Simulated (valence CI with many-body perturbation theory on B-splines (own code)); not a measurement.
**Ag XXIV: E2, M1 decay**

Calculated by valence CI with perturbative core correlation (CI+MBPT): six valence electrons over a frozen Dirac-Fock core [Ar], radial functions for each j: 7 s, 7 p, 8 d, 6 f, 4 g, 1 h, with the one-electron correlation potential Σ1 (screened to all orders), the two-electron term Σ2, the three-electron term Σ3, Breit, model QED; selected single and double excitations, second order for the rest, scaled by the run's own slope (own B-spline code, finite nucleus).

No measured spectrum was set against this ion. As an estimate, terms of the open shell hold to 2 to 4 % of their energy, and close levels can change places. Core correlation moves these levels by up to 10000 cm⁻¹, and in measured spectra 5 to 20 % of such shifts remained as error; rates that hang on mixing are uncertain with them. Among the levels kept, up to 920 cm⁻¹ of a level comes from second order outside the variational space, and about a tenth of that is noise between levels of different J, which matters for small intervals. Only levels of the ground parity were solved; by the run's estimate the other parity begins above the list, which can be wrong where configurations are misplaced.

Lines 1 to 50 of 120 in falling wavelength, among levels below 473850 cm⁻¹, chosen from the decays that carry over 1 % of a level's rate. Wavelengths and rates use the calculated energies, so an error of 3000 cm⁻¹ moves a line at 646.2 nm by 19 % and its rate by three times that or more. Electric multipoles are in the length gauge, E1 and E2 with the static RPA response of the core. Weak lines are less certain than strong ones. Lines between different terms over intervals too small for the method are left out, as are lines whose strength nearly cancels. Where a level lies close to another of its J and parity, the split of strength between their lines is uncertain. Intervals below about 3000 cm⁻¹, as at the head of this list, are uncertain by tens of per cent. Branching is blank where the lifetime is uncertain.

Names give the largest LS component (configuration and term), which can be under half, so a name can repeat, a term be missing and a line seem to break the LS rules; names also repeat where a configuration has a term twice. Letters in brackets count levels of one name in rising energy.

```csv
λ vac (nm),Upper,Lower,Type,A (s⁻¹),Branch %
11080,3d6 5D_0,3d6 5D_1,M1,9.23e-02,98.7
646.2,3d6 3G_5,3d6 3H_4 [b],M1,3.94e+01,1.4
574.4,3d6 3G_3,3d6 3G_4,M1,8.93e+01,2.1
527.6,3d6 3H_6,3d6 3H_4 [a],E2,9.30e-06,62.2
507.2,3d6 3H_5,3d6 3H_4 [a],M1,8.80e+01,23.9
503.8,3d6 5D_1,3d6 5D_2,M1,5.03e+02,100.0
481.9,3d6 5D_0,3d6 5D_2,E2,1.21e-03,1.3
476.4,3d6 3H_4 [b],3d6 3F_3 [a],M1,6.54e+01,1.1
347.8,3d6 5D_2,3d6 5D_4,E2,1.71e-03,100.0
335.4,3d6 3P_1 [a],3d6 3D_2,M1,4.68e+02,4.6
303.1,3d6 3P_1 [a],3d6 3D_1,M1,3.61e+02,3.5
299.8,3d6 5D_3,3d6 5D_4,M1,1.16e+03,99.8
278.2,3d6 3G_4,3d6 3F_3 [a],M1,6.10e+01,2.9
277.4,3d6 3P_0 [a],3d6 3D_1,M1,4.33e+02,17.3
272.0,3d6 3D_2,3d6 3F_2 [a],M1,1.33e+02,5.9
265.3,3d6 3F_3 [a],3d6 3H_4 [a],M1,6.51e+02,17.2
263.9,3d6 1G_4 [a],3d6 3D_3,M1,8.68e+01,1.3
256.6,3d6 3H_4 [b],3d6 3H_5,M1,3.49e+02,6.0
251.0,3d6 3D_2,3d6 3F_3 [a],M1,3.90e+02,17.4
245.6,3d6 1F_3,3d6 3D_2,M1,3.14e+01,1.3
230.5,3d6 1D_2 [a],3d6 3D_3,M1,4.43e+02,6.3
227.5,3d6 3H_4 [a],3d6 5D_3,M1,1.08e+02,3.2
225.9,3d6 3P_1 [a],3d6 1S_0 [a],M1,4.90e+02,4.8
224.1,3d6 1F_3,3d6 3G_4,M1,1.74e+02,6.9
215.9,3d6 3P_1 [b],3d6 3P_0 [a],M1,1.15e+03,8.3
212.8,3d6 3D_3,3d6 3F_2 [a],M1,5.12e+02,8.6
201.5,3d6 3D_1,3d6 3P_2 [a],M1,2.40e+03,40.9
198.9,3d6 3G_3,3d6 3F_2 [a],M1,3.58e+02,8.5
194.2,3d6 1G_4 [a],3d6 3G_5,M1,4.22e+02,6.5
192.2,3d6 1G_4 [a],3d6 3G_4,M1,1.66e+02,2.6
189.3,3d6 3D_2,3d6 3P_2 [a],M1,1.70e+02,7.6
187.4,3d6 3G_3,3d6 3F_3 [a],M1,1.56e+03,37.1
187.2,3d6 3P_2 [a],3d6 5D_1,M1,1.54e+03,18.2
186.5,3d6 1D_2 [a],3d6 3D_2,M1,1.42e+02,2.0
185.5,3d6 3G_4,3d6 3H_5,M1,1.16e+03,55.1
183.7,3d6 3G_5,3d6 3H_5,M1,9.07e+02,31.4
182.3,3d6 3F_4,3d6 1F_3,M1,7.17e+02,
181.1,3d6 3G_5,3d6 3H_6,M1,1.82e+03,62.9
176.1,3d6 1D_2 [a],3d6 3D_1,M1,5.27e+02,7.5
170.4,3d6 3H_4 [b],3d6 3H_4 [a],M1,3.64e+03,62.1
169.5,3d6 3F_2 [b],3d6 1F_3,M1,2.23e+03,24.2
167.9,3d6 1F_3,3d6 3H_4 [b],M1,3.03e+01,1.2
158.6,3d6 3D_3,3d6 3P_2 [a],M1,1.17e+03,19.5
150.2,3d6 3P_1 [a],3d6 3F_2 [a],M1,5.76e+02,5.6
149.3,3d6 1G_4 [a],3d6 3H_4 [b],M1,2.44e+03,37.7
145.6,3d6 3P_2 [a],3d6 5D_3,M1,6.69e+03,78.9
143.9,3d6 3F_2 [a],3d6 5D_1,M1,3.90e+01,1.4
143.1,3d6 3F_2 [b],3d6 3P_1 [a],M1,1.39e+02,1.5
136.5,3d6 3P_2 [a],3d6 5D_2,M1,2.46e+02,2.9
135.8,3d6 3G_4,3d6 3H_4 [a],M1,1.64e+02,7.8
```
